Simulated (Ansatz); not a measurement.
`CSB(F)F`, charge 0, multiplicity 1.

Give a relaxed structure at PBE0-D4/def2-TZVP (the Gaussian-basis code of Ansatz). (An estimate is asked.)

The calculation gave: 
Z-matrix (Å, degrees):
```
C
S 1 1.812
H 1 1.088 2 110.8
H 1 1.088 2 110.8 3 -122.5
H 1 1.089 2 106.5 3 118.7
B 2 1.791 1 101.2 3 62.8
F 6 1.323 2 122.5 1 0.1
F 6 1.320 2 119.6 1 -179.9
```
Point group Cs.
